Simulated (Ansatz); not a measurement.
The first iterations of a band of Ge2H7PS (11 atoms, charge 0, multiplicity 1).

Theory: RKS PBE-D4/def2-SVP (Ansatz).

| Quantity | Value |
| --- | --- |
| movable images | 7 |
| climbing image | yes |
| spring | 5.0 eV/Å² |
| optimiser | quadratic models (default) |
| start path | through a guess of the saddle point |
| force threshold | 0.05 eV/Å |
| iteration limit | 60 |
| end points | as typed, not relaxed |

First end point:

```xyz
11
Properties=species:S:1:pos:R:3
S -0.228 2.582 0.110
P -0.576 1.175 1.668
Ge 0.706 -0.404 0.656
Ge -0.337 -1.305 -1.226
H -1.199 1.975 -0.763
H 0.507 1.710 2.490
H 2.095 0.243 0.208
H 1.079 -1.521 1.677
H 0.459 -2.411 -1.824
H -1.764 -1.910 -0.738
H -0.676 -0.192 -2.238
```

Last end point:

```xyz
11
Properties=species:S:1:pos:R:3
S -0.228 2.582 0.110
P -0.576 1.175 1.668
Ge -1.889 2.630 2.816
Ge -0.646 4.339 3.802
H -1.199 1.975 -0.763
H -1.683 0.545 0.949
H -2.957 3.282 1.824
H -2.728 1.863 3.882
H -1.495 5.230 4.639
H 0.456 3.634 4.765
H 0.158 5.106 2.732
```

| iteration | highest image above the first end (eV) | largest band force component (eV/Å) |
| --- | --- | --- |
| 1 | 22593.930 | 172881.919 |
| 2 | 5729.795 | 17682.003 |
| 3 | 5074.138 | 11024.356 |
| 4 | 3331.785 | 4577.914 |
| 5 | 2957.441 | 4574.386 |
| 6 | 2718.790 | 4486.051 |
| 7 | 2458.468 | 4032.418 |
| 8 | 2177.802 | 3146.073 |
| 9 | 1990.215 | 3194.531 |
| 10 | 1818.450 | 2694.797 |
| 11 | 1603.191 | 2484.639 |
| 12 | 1480.399 | 2205.946 |
| 13 | 1204.699 | 1602.537 |
| 14 | 906.232 | 991.632 |
| 15 | 555.593 | 983.291 |
| 16 | 460.064 | 410.774 |
| 17 | 347.736 | 296.090 |
| 18 | 274.269 | 234.817 |
| 19 | 236.761 | 190.612 |
| 20 | 172.890 | 134.276 |

**Question.** Does the band converge within its limit, and where does its top end?

**Answer.** The run ended unconverged. It ended after 60 iterations with the highest image 6.328 eV above the first end. The band didn't meet its force threshold, so its energies are provisional: the largest band force was still 6.33 eV/Å, and over the last iterations the top moved between 5.63 and 6.33 eV. Neighbouring images lie up to 7.0 Å apart, so the band is torn or far too coarse. The end points aren't both relaxed to the band's threshold either.

Time of the run: 22 min on 2 threads of Arm Neoverse V2, on a shared host, peak memory 0.36 GiB.
